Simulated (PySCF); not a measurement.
Job for PySCF: R-HF/STO-3G on CH4O2S (a complex), monomers drawn apart or pushed together.

```python
from pyscf import gto, scf, dft, mp
from pyscf.data.elements import chemcore

mol = gto.M(
    atom='''
    C    -0.02306616    0.00422561   -0.17709725
    H    -0.03907513    0.12355951   -1.25930005
    H     0.86418262   -0.56111658    0.10647399
    H     0.00303375    0.98590100    0.29381095
    H    -0.92088547   -0.52784440    0.13624174
    O    -1.18740881    0.41666778    2.98500295
    S     0.01537153   -0.36749300    2.90051212
    O     1.28613788    0.30509131    2.93931071
    ''',
    basis='sto-3g',
    charge=0, spin=0, verbose=3, max_memory=1800)
mf = scf.RHF(mol)
mf.conv_tol = 1e-8
mf.max_cycle = 100
mf.kernel()
if not mf.converged:
    mf = mf.newton().run(mf.mo_coeff, mf.mo_occ)
```

**Question.** What total energy does the run end on?

**Answer.** -580.3312 hartree.
